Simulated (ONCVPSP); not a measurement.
**Logarithmic derivatives: Hg, ONCV**

```json
{"Element": "Hg", "Generator": "ONCVPSP 4.0.1", "Type": "optimised norm-conserving Vanderbilt (ONCV)", "Functional": "PBEsol", "Relativity": "scalar-relativistic", "Frozen core": "[Kr] 4d10 4f14", "Valence charge": "20", "Reference configuration": "5s2 5p6 5d10 6s1.75 6p0.25", "Partial waves": "5s+6s: rc 1.50 bohr, ncon 4, nbas 9, qcut 6.9 1/bohr, 3 projectors, debl 2.4 Ha; 5p+6p: rc 1.40 bohr, ncon 4, nbas 9, qcut 12 1/bohr, 2 projectors; 5d: rc 2.25 bohr, ncon 3, nbas 7, qcut 8.4 1/bohr, 1 projector", "Local potential": "polynomial inside 1.15 bohr (lpopt 5, dvloc0 2 Ha)", "Core correction": "polynomial model core, fcfact 0.35"}
```

The phase is arctan(r·R′/R) of the radial function R(r), unwrapped; energies in Ha, scanned from -6 to 5 Ha. A pole is an energy at which the radial function vanishes at the test radius. The pseudo phase is shifted by a multiple of π to meet the all-electron one at the reference energy, and phase errors are pseudo minus all-electron; the curves can meet again beyond the range given. Levels narrower than the energy grid can be missing from the lists of poles.

```
channel  radius (bohr)  reference energy (Ha)  poles, all-electron  poles, pseudo  unbroken range about the reference energy with phases within 0.05 rad  phase error 1 Ha above the reference energy (rad)
      s           1.52                  -0.27                -3.93          -3.93                                                        the whole range                                             +0.000
      p           1.42                  -0.05                -1.17          -1.17                                                        the whole range                                             -0.000
      d           2.28                  -0.39          -0.12, 4.19    -0.12, 4.21                                                        the whole range                                             +0.003
```

Phases in the d channel:

```
E (Ha)  all-electron  pseudo
 -5.96         1.425   1.425
 -5.40         1.416   1.416
 -4.84         1.405   1.405
 -4.28         1.393   1.393
 -3.72         1.377   1.377
 -3.16         1.355   1.355
 -2.60         1.326   1.326
 -2.04         1.278   1.278
 -1.48         1.186   1.186
 -0.92         0.854   0.854
 -0.36        -1.295  -1.295
  0.20        -1.740  -1.739
  0.76        -2.015  -2.011
  1.32        -2.811  -2.782
  1.88        -4.098  -4.080
  2.44        -4.450  -4.444
  3.00        -4.581  -4.577
  3.56        -4.654  -4.651
  4.12        -4.707  -4.704
  4.68        -4.754  -4.752
```
